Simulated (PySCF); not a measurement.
Structure problem from calculated spectra and properties.

Elements present: Cl, H and Si. Monoisotopic mass: 133.8913 u.

* Polarisability: 63.3 au [CAM-B3LYP/def2-SVPD]
* UV, first state: lowest singlet excitation: 8.10 eV (153 nm, f = 0.000) [TDDFT CAM-B3LYP/def2-SVPD]
* NMR, other nuclei: isotropic shieldings of nuclei other than C and H, by class: 340 (1 Si), 823 (3 Cl) ppm [GIAO PBE0/pcSseg-1]
* Rotational structure: rotational constants A, B, C: 2.498, 2.496, 1.339 GHz [GFN2-xTB]
* 1H NMR: chemical shifts (computed TMS as zero) by class: 6.07 (1 H) ppm [GIAO PBE0/pcSseg-1]
* Triplet: lowest triplet excitation (Tamm–Dancoff): 7.64 eV [TDA CAM-B3LYP/def2-SVPD]
* XPS: Si2p3/2 109.6, Cl2p3/2 206.8 (×3), Si1s 1849.7, Cl1s 2829.4 (×3) eV [ΔSCF SCAN, pcX-2 on the ionised atom, pcseg-1 elsewhere, spin-free X2C, 2p3/2 from a spin–orbit splitting computed afterwards within the 2p shell]
* Dipole: 0.85 D [CAM-B3LYP/def2-SVPD]

The electronic properties come from PySCF, for the isolated species, density fitting. Levels stand in brackets. Geometry: GFN2-xTB; no solvent, vibrations or thermal averaging. NMR values are class means; diastereotopic atoms form classes of their own.

Q: Which formula fits the mass and the elements?

A: Cl3HSi (calculated 133.8913). No other formula that holds each of these elements comes within 0.0003 u with a fitting electron parity and a possible valence count.

Q: Propose a structure and show how it fits.

A: Numbering: `[Cl:1][SiH:2]([Cl:3])[Cl:4]`. Its formula, Cl3HSi, gives 0 degrees of unsaturation, so no ring and no π bond. The one hydrogen (6.07 ppm): Si–H hydrogen. The other shieldings belong to: 340 ppm, chlorine-bound silicon [Si2]; 823 ppm, silicon-bound chlorine [Cl1/Cl3/Cl4]. The core levels belong to: Si2p3/2 109.6 eV, chlorine-bound silicon [Si2]; Cl2p3/2 206.8 eV, silicon-bound chlorine [Cl1/Cl3/Cl4]; Si1s 1849.7 eV, chlorine-bound silicon [Si2]; Cl1s 2829.4 eV, silicon-bound chlorine [Cl1/Cl3/Cl4]. The optimised geometry has point group C3v and is an oblate symmetric top (the spread among constants that symmetry makes equal is optimisation noise). Structure: trichlorosilane, `Cl[SiH](Cl)Cl`. The assignments are read from this structure; whether some other isomer fits the data as well wasn't checked.
